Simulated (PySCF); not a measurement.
# Static response to an electric field

C₈H₁₀.
Numbering: `[CH3:1][C@@:2]12[C@H:3]3[C@@H:4]1[CH:5]=[CH:6][C@@:7]23[CH3:8]` (hydrogens: H9, H10, H11 on C1; H12 on C3; H13 on C4; H14 on C5; H15 on C6; H16, H17, H18 on C8)

Cartesian coordinates in Å at the GFN2-xTB level; atoms count from 1:
```xyz
18
C8H10 angstrom
C      1.7554   -0.9686   -0.7365
C      0.7641   -0.1365   -0.0076
C      0.0653   -0.1951    1.2694
C      0.8434    1.0624    0.9249
C     -0.1105    2.1030    0.4580
C     -1.1063    1.4370   -0.1203
C     -0.7563   -0.0090   -0.0007
C     -1.6577   -1.0835   -0.5388
H      1.3443   -1.9579   -0.9351
H      2.0205   -0.5080   -1.6883
H      2.6623   -1.0834   -0.1434
H      0.0353   -0.8641    2.1041
H      1.7613    1.3101    1.4366
H      0.0289    3.1584    0.5849
H     -1.9959    1.8026   -0.5939
H     -1.7445   -1.0001   -1.6213
H     -1.2656   -2.0692   -0.2979
H     -2.6527   -0.9920   -0.1057
```

Level: PBE0/def2-SVPD (PySCF), static field, nuclei fixed, core orbitals frozen in the response. The polarisability tensor in these axes (au):

```
x   88.56 -0.44  4.23
y   -0.44 88.44  5.08
z    4.23  5.08 75.54
```

Problem. Diagonalise the tensor; give its mean and Δα, where Δα² is half the sum of the squared differences of the eigenvalues.

Solution. Principal values 72.70, 88.94 and 90.91 au; mean 84.18 au = 12.47 Å³ = 13.88 × 10⁻⁴⁰ C²·m²/J; Δα = 17.31 au (21 % of the mean).

Problem. What is the dipole moment, and where does it point?

Solution. (0.54, -1.03, -0.07) D, 1.17 D in size, pointing from the negative to the positive side. Measured along this direction, the outermost atoms are H14 at the negative end and H9 at the positive end.

Problem. Estimate the molar refractivity from the static electronic polarisability.

Solution. Lorentz–Lorenz: R = (4π/3)N_A α = 2.5225 cm³/(mol·Å³) × 12.47 Å³ = 31.5 cm³/mol, in the limit of long wavelengths.

Problem. What would n − 1 = 2πNα be for an ideal gas of these molecules at 273.15 K and 1 atm, electronic part alone?

Solution. N = p/kT = 2.6868 × 10¹⁹ cm⁻³, so n − 1 = 2π × N × 12.47 × 10⁻²⁴ cm³ = 2106 × 10⁻⁶ at long wavelengths.

Problem. What depolarisation ratio follows for Rayleigh scattering of linearly polarised light, taking the static tensor?

Solution. ρ = 3Δα²/(45ᾱ² + 4Δα²) = 899.3/(318905 + 1199.1) = 0.00281.

Problem. Orientational against electronic polarisability at 273 K (dilute gas, rigid molecules)?

Solution. In Gaussian units μ²/3kT = 12.06 Å³ against 12.47 Å³, a ratio of 0.97; the Debye molar polarisation (4π/3)N_A(α + μ²/3kT) is 61.9 cm³/mol, leaving out the vibrational part.

Isolated species at its GFN2-xTB geometry, gas phase.
